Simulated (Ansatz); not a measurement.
A nudged elastic band was laid between two geometries of C$_{2}$H$_{5}$BSi (9 atoms, charge 0, multiplicity 1).

Computed with UKS r2SCAN-D4/def2-SVP (Ansatz 0.2.0).

```json
{
  "movable images": "7",
  "climbing image": "yes",
  "spring": "5.0 eV/Å²",
  "optimiser": "quadratic models (default)",
  "start path": "through a guess of the saddle point",
  "force threshold": "0.5 eV/Å",
  "iteration limit": "60",
  "end points": "relaxed"
}
```

First end point:

```xyz
9
Properties=species:S:1:pos:R:3
B -0.127 1.960 -1.613
C 0.332 1.060 -0.682
C 0.734 0.166 0.217
Si -0.346 -1.257 0.831
H -0.511 2.742 -2.414
H 1.755 0.245 0.641
H 0.347 -2.554 0.553
H -1.671 -1.220 0.154
H -0.514 -1.141 2.313
```

Last end point:

```xyz
9
Properties=species:S:1:pos:R:3
B -0.363 1.283 -0.995
C 0.669 0.436 -0.651
C 1.093 -0.659 0.154
Si -0.786 -0.160 0.451
H -0.948 2.161 -1.543
H 1.762 -0.471 1.008
H 1.241 -1.644 -0.314
H -1.688 -1.270 0.047
H -0.981 0.323 1.843
```

Which bonds break or form, and what moves?

Bonds broken: Si4–H7. Bonds formed: B1–Si4, C2–Si4, C3–H7.

What energy profile does the band end with?

The run converged. The highest image is number 3 of 0 to 8, 2.04 eV above the first end and 3.12 eV above the last; the last end lies 1.08 eV below the first. The threshold of 0.5 eV/Å is loose, so the images may lie well off the minimum-energy path. Neighbouring images differ by up to 1.3 eV, so the band resolves the path poorly. The order of the stationary point at the top wasn't checked.

```csv
image,path coordinate (Å),energy (eV),Si4–H7 (Å),B1–Si4 (Å),C2–Si4 (Å)
0,0.00,0.00,1.50,4.05,2.85
1,0.78,0.03,1.50,4.01,2.85
2,1.56,0.75,1.51,3.99,2.82
3,2.35,2.04,1.82,4.02,2.87
4,3.14,1.43,2.35,4.02,2.82
5,3.94,0.71,2.54,3.41,2.15
6,4.74,-0.24,2.64,3.03,1.89
7,5.53,-0.60,2.63,2.56,1.92
8,6.32,-1.08,2.63,2.09,1.92
```

What is the geometry of the highest image?


```xyz
9
Properties=species:S:1:pos:R:3
B -0.007 1.678 -1.740
C 0.385 0.781 -0.809
C 0.653 -0.075 0.251
Si -0.637 -1.069 1.128
H -0.307 2.530 -2.506
H 1.614 -0.016 0.801
H 0.675 -1.188 -0.135
H -1.975 -1.093 0.494
H -0.400 -1.548 2.516
```

The band took 16 iterations and roughly 8 core-minutes.

The run took 4.3 min on 2 threads of Intel(R) Xeon(R) 6975P-C (Granite Rapids) (shared host), peak memory 0.26 GiB.
